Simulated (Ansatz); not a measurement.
Si₁₉H₂₈, a nanocrystal cut from cubic silicon was relaxed with PBE-D4 (def2-SVP) in Ansatz in these states: charge +1 doublet, neutral singlet. The geometries follow in no particular order.

Single mean-field runs in def2-SVP are fitted with def2-universal-jkfit.

A:

```csv
atom,x (Å),y (Å),z (Å)
Si1,0.945,3.420,1.951
Si2,2.003,2.937,-1.569
Si3,0.413,0.310,4.016
Si4,1.212,-0.094,0.170
Si5,1.000,-2.941,2.334
Si6,-2.369,-0.930,1.460
Si7,1.584,-3.495,-1.440
Si8,-1.834,2.204,-0.621
Si9,-1.540,-1.243,-2.268
Si10,2.111,-0.408,-3.490
Si11,-0.102,2.608,3.902
Si12,0.412,2.141,0.046
Si13,1.828,1.921,-3.682
Si14,-3.172,1.259,1.082
Si15,-0.094,-0.826,2.016
Si16,0.753,-1.303,-1.768
Si17,0.742,-4.443,0.544
Si18,-2.797,-2.164,-0.501
Si19,-2.262,0.977,-2.587
H20,0.536,4.840,1.655
H21,2.441,3.348,2.112
H22,3.356,2.686,-0.960
H23,1.737,4.423,-1.609
H24,1.892,0.134,4.246
H25,-0.355,-0.373,5.117
H26,2.674,-0.097,0.540
H27,2.453,-2.614,2.559
H28,0.395,-3.451,3.619
H29,-3.067,-1.523,2.660
H30,3.081,-3.386,-1.317
H31,1.231,-4.318,-2.651
H32,-2.183,3.664,-0.784
H33,-1.742,-2.046,-3.529
H34,3.542,-0.684,-3.110
H35,1.776,-1.124,-4.771
H36,0.429,3.323,5.115
H37,-1.589,2.801,3.809
H38,2.964,2.473,-4.506
H39,0.513,2.279,-4.313
H40,-3.124,2.084,2.337
H41,-4.592,1.172,0.586
H42,-0.700,-4.837,0.412
H43,1.579,-5.651,0.888
H44,-2.477,-3.620,-0.309
H45,-4.262,-2.008,-0.817
H46,-1.587,1.602,-3.775
H47,-3.753,0.976,-2.798
```

B:

```xyz
47

Si    1.720    1.046    3.511
Si   -0.744   -1.797    3.548
Si    1.635    3.646    0.637
Si   -0.784    0.690    0.647
Si   -0.912    3.328   -2.113
Si    2.021    0.765   -1.961
Si   -3.452    0.401   -2.073
Si    2.106   -1.814    0.889
Si   -0.499   -2.140   -1.921
Si   -3.371   -2.122    0.716
Si    2.950    2.673    2.332
Si    0.604   -0.495    2.123
Si   -2.198   -3.261    2.412
Si    3.427   -0.499   -0.553
Si    0.520    2.080   -0.722
Si   -1.995   -0.819   -0.683
Si   -2.369    2.009   -3.411
Si    0.889   -0.817   -3.293
Si    0.971   -3.330   -0.514
H     2.618    0.311    4.474
H     0.664    1.763    4.317
H    -1.592   -0.842    4.354
H     0.124   -2.569    4.510
H     0.576    4.490    1.305
H     2.481    4.557   -0.218
H    -1.750    1.538    1.444
H    -1.757    4.199   -1.215
H    -0.099    4.235   -3.004
H     2.857    1.667   -2.840
H    -4.420    1.129   -1.172
H    -4.247   -0.546   -2.938
H     2.996   -2.573    1.847
H    -1.286   -3.108   -2.774
H    -4.345   -1.181    1.383
H    -4.166   -3.099   -0.114
H     3.389    3.751    3.295
H     4.186    2.055    1.737
H    -3.190   -3.833    3.397
H    -1.421   -4.406    1.822
H     4.371    0.385    0.219
H     4.251   -1.426   -1.416
H    -1.606    1.332   -4.517
H    -3.409    2.902   -4.045
H     0.102   -0.150   -4.391
H     1.918   -1.719   -3.933
H     0.241   -4.379    0.284
H     1.994   -4.028   -1.381
```

**Question.** Judge from the bond lengths which geometry belongs to which state (an estimate).

**Answer.** A is the charge +1 doublet (Si2–Si12 2.403 Å, Si5–Si15 2.403 Å, Si4–Si15 2.377 Å); B is the neutral singlet (Si2–Si12 2.355 Å, Si5–Si15 2.355 Å, Si4–Si15 2.348 Å).
